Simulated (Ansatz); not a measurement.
Basis-set extrapolation for CH6OSSi2 (`O[SiH]1[SiH2]CS1`) (PBE0-D4/def2-TZVP geometry, frozen core, the Gaussian-basis code of Ansatz). Multiplicity 1, RHF reference.

```json
{"": "HF", "def2-TZVPP": "-1091.767938", "def2-QZVPP": "-1091.802527"}
{"": "MP2 correlation", "def2-TZVPP": "-0.823580", "def2-QZVPP": "-0.888895"}
{"": "CCSD(T) correlation", "def2-TZVPP": "-0.913851", "def2-QZVPP": "not run"}
```

Energies in hartree. Use E(X) = E(∞) + A·exp(−7.88·√X) for Hartree–Fock and E(X) = E(∞) + B·X^(−2.97) for correlation, with X = 3 and 4, and add CCSD(T) minus MP2 of the smaller set to the MP2 limit.

Problem. What is the CCSD(T) energy at the basis-set limit?

Solution. HF limit: -1091.802527 + (-0.034589) × 0.13774 = -1091.80729. MP2 limit: -0.888895 + (-0.065315) × 0.74074 = -0.93728. Higher-order term: -0.913851 − (-0.823580) = -0.09027. Total: -1092.83484 hartree, 401.8 kJ/mol below CCSD(T)/def2-TZVPP.
